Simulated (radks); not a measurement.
Excited configurations of the osmium ion Os+: one electron is placed in a higher orbital outside [Xe] 4f14 5d6. The ground configuration is [Xe] 4f14 5d6 6s1. All-electron calculation, Dirac Kohn-Sham, PBE, spin-unpolarised, spherical densities, finite nucleus; open shells fill j = l - 1/2 first; Fermi nuclear charge, rms radius 5.4126 fm. Program: a radial shooting solver on a logarithmic mesh with Libxc functionals. Excitation = E - E(ground); binding = E(ion) - E, where the ion is the core of charge +2; n* = 2/sqrt(2 binding) in atomic units, and the quantum defect is n - n*.

5f5/2: excitation (eV) 13.262; binding (eV) 3.565; quantum defect 1.093; eigenvalue (eV) -2.494
6p1/2: excitation (eV) 5.383; binding (eV) 11.445; quantum defect 3.819; eigenvalue (eV) -8.382
6d3/2: excitation (eV) 11.320; binding (eV) 5.508; quantum defect 2.857; eigenvalue (eV) -3.989
6f5/2: excitation (eV) 14.391; binding (eV) 2.437; quantum defect 1.274; eigenvalue (eV) -1.820
7s1/2: excitation (eV) 10.138; binding (eV) 6.690; quantum defect 4.148; eigenvalue (eV) -5.264
7p1/2: excitation (eV) 11.519; binding (eV) 5.308; quantum defect 3.798; eigenvalue (eV) -4.136
7d3/2: excitation (eV) 13.509; binding (eV) 3.319; quantum defect 2.951; eigenvalue (eV) -2.550
7f5/2: excitation (eV) 15.086; binding (eV) 1.741; quantum defect 1.410; eigenvalue (eV) -1.358

The Delta-SCF ionisation energy is 16.828 eV (NIST Atomic Spectra Database: 17 eV, semi-empirical). Self-interaction in the functional shifts the binding energies and quantum defects, so they are the method's values and not measured ones. Spin polarisation and multiplet splitting are left out, so open shells lie too high by an amount that depends on their filling.

Beside tabulated values, note that spin-unpolarised runs miss the spin-polarisation part of the exchange energy of open shells.
